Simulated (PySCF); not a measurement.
Frontier orbitals and the lowest excitations

C₅H₈F₃OP.
Geometry (PBE0-D3(BJ)/def2-SVP, Å), atoms numbered from 1 in this order:
```xyz
18
C5H8F3OP angstrom
O     -0.320    2.487    1.467
P     -0.257    1.505    0.346
C     -1.756    0.539   -0.066
C     -1.246   -0.826   -0.518
C     -0.114   -1.214    0.439
C      0.820   -0.005    0.598
C      1.995   -0.041   -0.344
F      2.769   -1.109   -0.128
F      2.759    1.045   -0.211
F      1.602   -0.098   -1.627
H      0.187    2.021   -0.908
H     -2.390    1.058   -0.799
H     -2.320    0.468    0.880
H     -2.047   -1.580   -0.525
H     -0.856   -0.764   -1.546
H      0.437   -2.103    0.099
H     -0.538   -1.463    1.424
H      1.233    0.087    1.614
```

Computed with TDDFT B3LYP/def2-SVPD, vertical, gas phase, core orbitals frozen in the response (PySCF 2.14.0, density-fitted response routines).

Frontier orbitals with the atoms that hold most of them (Löwdin shares over 4%, at most four atoms; ? is withheld):

```tsv
orbital	ε (eV)	atoms
HOMO-3	-10.25	O1 41%, C4 13%, P2 13%, C5 11%
HOMO-2	-9.89	C4 22%, C5 15%, H15 13%, H17 10%
HOMO-1	-7.90	?
HOMO	-7.80	?
LUMO	-0.10	C4 13%, C5 10%, H14 10%, C3 9%
LUMO+1	0.13	P2 22%, H11 15%, C3 8%, O1 8%
LUMO+2	0.64	O1 15%, P2 12%, H17 10%, H11 9%
```

Problem. Give the leading atoms of the HOMO-1.

Solution. O1 (bonded to P) 65%; P2 (bonded to 2 C, O and H) 16%; H11 (bonded to P) 8%; C6 (bonded to 2 C, P and H) 6%.

Problem. Which atoms hold the HOMO, and with what shares?

Solution. O1 (bonded to P) 62%; P2 (bonded to 2 C, O and H) 14%; C3 (bonded to C, P and 2 H) 11%; C6 (bonded to 2 C, P and H) 5%. By element: oxygen 62%, carbon 16% or more, phosphorus 14%.

Problem. How does S1 compare with the orbital gap of 7.70 eV?

Solution. S1 is at 6.73 eV (f = 0.0058), 0.97 eV below the gap, made of HOMO→LUMO (59%), HOMO→LUMO+1 (30%). Without the coupling terms of the response equations the lowest excitation would equal the gap.

Next come S2 at 6.82 eV (f 0.0051), HOMO-1→LUMO+1 (53%), HOMO-1→LUMO (35%); S3 at 6.90 eV (f 0.0062), HOMO→LUMO+1 (57%), HOMO→LUMO (29%); S4 at 7.05 eV (f 0.013), HOMO-1→LUMO (55%), HOMO-1→LUMO+1 (29%); S5 at 7.44 eV (f 0.025), HOMO→LUMO+2 (86%).

On one thread, Arm Neoverse V1 (aarch64), on a shared host, this took 6.6 min of wall time (grids of density and orbitals included) and 1.2 GiB of memory at its peak.

One conformer stands for the species.
